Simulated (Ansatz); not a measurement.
`FB[CH2][GaH][F]` → `F[BH][GaH][F]` + `[CH2]` (triplet) at 500 K and 1 bar (formal loss of a carbene).

Computed with Ansatz on PBE0-D4/def2-TZVP structures; ΔE is electronic, products minus reactants. CBS: MP2 limit from def2 TZ/QZ plus the TZ coupled-cluster correction, frozen cores. This one scheme is used for every species. Triplets are unrestricted, without spin–orbit coupling. For Ga outer-core shells are correlated without core-valence functions, which leaves a few kJ/mol of doubt a bond. Scalar relativity is left out up to krypton. Each species was taken in one conformer, which may not be the lowest.

```json
{"species": "`FB[CH2][GaH][F]`", "CCSD(T)/CBS energy (Eh)": "-2188.88400", "H − E (kJ/mol)": "179.4", "S (J/(mol·K))": "426.8"}
{"species": "`F[BH][GaH][F]`", "CCSD(T)/CBS energy (Eh)": "-2149.58538", "H − E (kJ/mol)": "97.8", "S (J/(mol·K))": "376.3"}
{"species": "`[CH2]` (triplet)", "CCSD(T)/CBS energy (Eh)": "-39.09499", "H − E (kJ/mol)": "62.7", "S (J/(mol·K))": "213.9"}
```

H − E and S are ideal-gas, rigid-rotor, harmonic terms from PBE0-D4/def2-TZVP, for one conformer and one mirror image of each species, with the whole ground term of open shells counted as degenerate. 1 Eh = 2625.50 kJ/mol, R = 8.31446 J/(mol·K).

Question: By hand: ΔE, ΔH, ΔS and ΔG.

Answer: ΔE = (-2149.58538) + (-39.09499) − (-2188.88400) = 0.20363 Eh = 534.6 kJ/mol. Δ(H − E) = 97.8 + 62.7 − 179.4 = -18.9, so ΔH = 515.7 kJ/mol. ΔS = 376.3 + 213.9 − 426.8 = 163.4 J/(mol·K). ΔG = 515.7 − 500 × (163.4)/1000 = 434.0 kJ/mol.

Question: By hand: the equilibrium constant, and the temperature at which ΔG would vanish if ΔH and ΔS stayed fixed.

Answer: log₁₀ K = −ΔG/(RT ln 10) = -45.3. ΔG = 0 at ΔH/ΔS = 3156 K, far beyond where these terms or the molecules hold.

The number of gas molecules changes by +1, which sets the sign of ΔS. A doubt of 5 kJ/mol in ΔE shifts log₁₀ K by 0.5 here. Other conformers and mirror images would add mixing entropy, several J/(mol·K) or more a flexible species. Modes under 60 cm⁻¹, often nearly free rotors, make the harmonic entropy too high. A triplet takes part, so the spin changes. These are equilibria of isolated gas molecules and say nothing of rates. Largest T1 diagnostic: 0.015 (customary marks: 0.02 for closed shells, 0.045 for open ones).
